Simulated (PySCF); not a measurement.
An unknown is described by computed data only.

Formula: C7H9NSi.

| Property | Result |
| --- | --- |
| Valence photoelectron | vertical ionisation energy: 8.59 eV [ΔSCF B3LYP/def2-SVPD] |
| 1H NMR | chemical shifts (computed TMS as zero) by class: 8.57 (2 H), 7.06 (2 H), 3.51 (1 H), 0.95 (2 H), 0.92 (2 H) ppm [GIAO PBE/pcSseg-1] |
| 13C NMR | chemical shifts (computed TMS as zero) by class: 152.0 (2 C), 145.6 (1 C), 131.2 (2 C), 0.6 (2 C) ppm [GIAO PBE/pcSseg-1] |
| Rotational structure | rotational constants A, B, C: 3.834, 0.820, 0.715 GHz [PBE0-D3(BJ)/def2-SVP] |
| Triplet | lowest triplet excitation (Tamm–Dancoff): 3.75 eV [TDA B3LYP/def2-SVPD] |
| UV, first state | lowest singlet excitation: 4.43 eV (280 nm, f = 0.004) [TDDFT B3LYP/def2-SVPD] |
| Dipole | 1.96 D [B3LYP/def2-SVPD] |

Electronic properties: PySCF, gas phase, density fitting. Levels stand in brackets. Geometry: PBE0-D3(BJ)/def2-SVP, one conformer, isolated molecule. NMR classes are plain means over equivalent atoms (diastereotopic ones count apart unless rotation or inversion swaps them), as if these changed places fast.

**Question.** What is the compound? Reason from the data.

**Answer.** Numbering: `[cH:1]1[cH:2][c:3]([SiH:4]2[CH2:5][CH2:6]2)[cH:7][cH:8][n:9]1`. Its formula, C7H9NSi, gives 5 degrees of unsaturation: 2 rings and 3 π bonds in the structure found (Kekulé form). 7 carbons fall into 4 classes; from least to most shielded: aromatic CH next to a ring nitrogen [C1/C8] (152.0 ppm, 2 C), substituted aromatic carbon [C3] (145.6 ppm), aromatic CH carbon [C2/C7] (131.2 ppm, 2 C, up to 6.4 ppm apart in this geometry), ring sp3 carbon bound to silicon [C5/C6] (0.6 ppm, 2 C). Hydrogen classes from least to most shielded: 2 H on 2 like atoms (aromatic CH next to a ring nitrogen), C1/C8 (8.57 ppm), 2 H on 2 aromatic CH carbons, C2/C7 (7.06 ppm, a mean of values up to 0.7 ppm apart in this geometry), 1 H on an SiH silicon, Si4 (3.51 ppm), 2 H on 2 like atoms (sp3 carbon bound to silicon), C5/C6 (0.95 ppm), 2 H on 2 like atoms (sp3 carbon bound to silicon), C5/C6 (0.92 ppm). S1 is mainly HOMO−1→LUMO (weight 0.99); the largest Löwdin shares of the orbital it empties are 0.56 on the pyridine-type nitrogen, 0.11 on an aromatic CH next to a ring nitrogen, 0.10 on an aromatic CH next to a ring nitrogen and 0.05 on an aromatic CH carbon, of the orbital it fills 0.22 on the substituted aromatic carbon, 0.19 on the pyridine-type nitrogen, 0.12 on an aromatic CH carbon and 0.10 on an aromatic CH carbon. The first electron is taken from the HOMO, whose largest Löwdin shares are 0.24 on the SiH silicon, 0.24 on an sp3 carbon bound to silicon, 0.23 on an sp3 carbon bound to silicon and 0.05 on the substituted aromatic carbon. By its constants the optimised geometry is an asymmetric top. Structure: `n1ccc([SiH]2CC2)cc1`. Computed isomers that give other values at the same levels: `CC#C[SiH2]n1cccc1` (rotational constant A: 2.979 GHz; this holds for the one conformer computed). The assignments are read from this structure; whether some other isomer fits the data as well wasn't checked.

The values belong to the conformer `[cH:1]1[cH:2][c:3]([SiH:4]2[CH2:5][CH2:6]2)[cH:7][cH:8][n:9]1`: C2–C3–Si4–C5 154°.
